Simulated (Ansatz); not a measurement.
Frontier orbitals of CH3BiF2, SMILES `[CH3][Bi]([F])[F]`.

Total charge 0; spin multiplicity 1. Correlated methods include outer-core shells of Bi, which these sets cover unevenly. Bi: def2 effective core potential. Geometry: relaxed with PBE0-D4/def2-TZVP. Basis def2-TZVPP, the Gaussian-basis code of Ansatz.

Orbital energies of one run (eV). Highest occupied ones, from the top: -6.59, -8.39, -8.39, -8.45, -8.93, -9.30, -9.70, -10.25, -10.36, -14.78, -17.60, -26.27, -26.96, -27.68. Empty: -1.96, -1.84, -0.43, 1.06, 2.04, 2.31.

Task: Which functional gave them?
A. HSE06 (plane-wave form)
B. PBE0
C. r2SCANh
D. revPBE

Result: D. HOMO energies: revPBE -6.59, r2SCANh -7.41, PBE0 -7.88, HSE06 -7.49 eV.
